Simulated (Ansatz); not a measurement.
Basis sets compared for GaH₂Br. Total charge 0; singlet. Geometry PBE-D4/def2-TZVP. Ansatz on 4 threads of Arm Neoverse V2 on a shared host; times are rough, and most runs start from earlier orbitals.

```csv
atom,x (Å),y (Å),z (Å)
Ga1,0.2291,0.0202,0.0886
H2,0.4188,-0.4883,1.5575
H3,1.2717,0.6374,-0.9033
Br4,-1.9195,-0.1693,-0.7428
```

Binding counts from free atoms (Ga doublet, H doublet, Br doublet) in the same basis, without a counterpoise term.

| level | functions | energy (Eh) | HOMO (eV) | LUMO (eV) | binding per atom (eV) | wall time |
| --- | --- | --- | --- | --- | --- | --- |
| HF/STO-3G | 38 | -4446.7440 | -7.62 | 4.16 | – | 0.15 s |
| PBE-D4/def2-SVP | 74 | -4499.0049 | -6.67 | -2.63 | 2.26 | 0.4 s |
| PBE0-D4/def2-SVP | 74 | -4499.1387 | -7.95 | -1.88 | 2.27 | 0.55 s |

Task: Estimate the rows for HF/def2-TZVP, PBE-D4/def2-TZVP, PBE0-D4/def2-TZVP (with forces).

Result: 
```tsv
level	functions	energy (Eh)	HOMO (eV)	LUMO (eV)	binding per atom (eV)	wall time
HF/def2-TZVP	108	-4496.8780	-10.95	0.83	1.75	0.45 s
PBE-D4/def2-TZVP	108	-4499.5673	-6.81	-2.71	2.26	0.5 s
PBE0-D4/def2-TZVP (with forces)	108	-4499.6992	-8.05	-1.93	2.27	1.1 s
```
